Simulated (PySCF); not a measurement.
## Relaxation of singlet TeOBr2

Level of theory: PySCF, PBE0, basis Te def2-SVP with ECP28, O def2-SVP, Br def2-SVP (scalar-relativistic core potentials, no spin–orbit coupling, density fitting). A (50,194) grid was used.

A start displaced from a saddle point along its imaginary mode, of Cs symmetry, held to at least that symmetry:

Coordinates in bohr (charge 0 multiplicity 1):
```
Te    0.0000    0.4158    0.1088
O     0.0000   -0.4724    3.5230
Br    4.9114   -0.2944   -0.4465
Br   -4.9114   -0.2944   -0.4465
```

Task: What forces act on the atoms at the start (eV/Å)?

Result: 
| atom | Fx | Fy | Fz |
| --- | --- | --- | --- |
| Te1 | 0.00 | -0.27 | 2.24 |
| O2 | 0.00 | 0.53 | -1.95 |
| Br3 | -0.48 | -0.13 | -0.14 |
| Br4 | 0.48 | -0.13 | -0.14 |

Task: What does it relax to?

Result: It ends at Cs with Te–Br 2.541 Å (×2), Te–O 1.803 Å; Br–Te–Br 96.9°, Br–Te–O 105.3° (×2) (after a last refinement on a finer grid). A frequency run shows a minimum. Other isomers or separated fragments may lie lower.

Task: How much energy is released, and in how many steps?

Result: 91.8 kJ/mol in 10 steps.

The relaxation took of the order of 100 core-seconds on a shared host.
